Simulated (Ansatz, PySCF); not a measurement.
SiHCl3, SMILES Cl[SiH](Cl)Cl. Atoms are numbered in the order given.

```xyz
5

Si     0.0000     0.0000     0.5114
Cl    -1.6808    -0.9704    -0.1796
Cl     0.0000     1.9408    -0.1796
Cl     1.6808    -0.9704    -0.1796
H      0.0000     0.0000     1.9997
```
Charge 0, spin multiplicity 1.

The structure is a stationary point at PBE-D3(BJ)/def2-SVP. The isomer is the one that the SMILES or the coordinates give; other isomers of the formula were not compared.

Vertical ionisation energy (IE) and electron affinity (EA) in eV. Rows of orbital energies are one-electron estimates. Where ΔSCF, EOM or ADC give a negative EA the extra electron is unbound and the value depends on the basis.

```json
[
 {"level": "−ε(HOMO), −ε(LUMO), ωB97X/def2-TZVPD (PySCF)", "IE": "11.86", "EA": "-1.29"},
 {"level": "−ε(HOMO), −ε(LUMO), PBE/def2-TZVPD (PySCF)", "IE": "…", "EA": "…"},
 {"level": "ΔSCF, PBE0/def2-SVPD (Ansatz), final states of multiplicity 2 and 2", "IE": "11.57", "EA": "-0.87"},
 {"level": "ΔSCF, PBE/def2-SVPD (Ansatz), final states of multiplicity 2 and 2", "IE": "11.02", "EA": "-0.65"}
]
```

### Question
What belongs in the gaps? (Estimate from the structure and the level; the computed values follow.)

### Answer

- −ε(HOMO), −ε(LUMO), PBE/def2-TZVPD (PySCF), IE: 8.03
- −ε(HOMO), −ε(LUMO), PBE/def2-TZVPD (PySCF), EA: 1.64

### Question
What vertical singlet–triplet gap does ΔSCF give with PBE0/def2-SVPD (Ansatz, a first-principles code) and with PBE/def2-SVPD (Ansatz)? (Estimate from the structure and the level; the computed values follow.)

### Answer
7.10 and 6.44 eV (triplet above singlet where positive).
